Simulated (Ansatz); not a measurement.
H4S4Zr (`[SH][Zr]([SH])([SH])[SH]`), relaxed with RKS PBE0-D4/def2-TZVP in the Gaussian-basis code of Ansatz from a GFN2-xTB geometry. The force threshold is 0.005 eV/Å; the program also tests the step.

Total charge 0; spin multiplicity 1. Zr: def2 effective core potential.

Start:

```xyz
9

S    -1.836    0.426    0.787
Zr    0.245   -0.373   -0.243
S     1.773   -0.641    1.661
S     1.011    1.657   -1.391
S    -0.462   -2.277   -1.621
H    -2.003    1.407   -0.112
H     1.038    0.174    2.434
H     1.917    1.948   -0.446
H    -1.683   -2.320   -1.069
```

```
         step  energy (eV)  largest force (eV/Å)  largest move (Å)
            1  -44678.7272                 1.126             0.000
            2  -44678.8643                 0.935             0.190
            3  -44678.9132                 0.207             0.080
            4  -44678.9217                 0.090             0.064
            5  -44678.9246                 0.073             0.035
            6  -44678.9259                 0.049             0.032
            7  -44678.9272                 0.112             0.049
            8  -44678.9283                 0.129             0.031
            9  -44678.9294                 0.095             0.064
           10  -44678.9301                 0.063             0.029
           11  -44678.9309                 0.021             0.055
           14  -44678.9316                 0.004             0.019
           17  -44678.9318                 0.017             0.011
20 (rejected)  -44678.9317                 0.084             0.061
           23  -44678.9320                 0.006             0.017
           26  -44678.9322                 0.012             0.011
           29  -44678.9326                 0.036             0.020
32 (rejected)  -44678.9327                 0.031             0.031
35 (rejected)  -44678.9340                 0.236             0.075
           38  -44678.9371                 0.232             0.083
           41  -44678.9453                 0.008             0.054
           44  -44678.9459                 0.055             0.056
           46  -44678.9462                 0.000             0.003
```

End:

```xyz
9

S    -2.124    0.711    0.921
Zr    0.000    0.000   -0.001
S     1.349   -0.955    1.771
S     1.120    1.914   -0.974
S    -0.343   -1.672   -1.720
H    -2.590    0.831   -0.341
H     1.533    0.293    2.254
H     2.253    1.180   -1.024
H    -1.198   -2.302   -0.885
```

It took 2.2 min on 2 threads of an AMD EPYC 7R13 on a shared host and a share of an NVIDIA H100 80 GB, with 0.9 GiB of host memory at the peak.
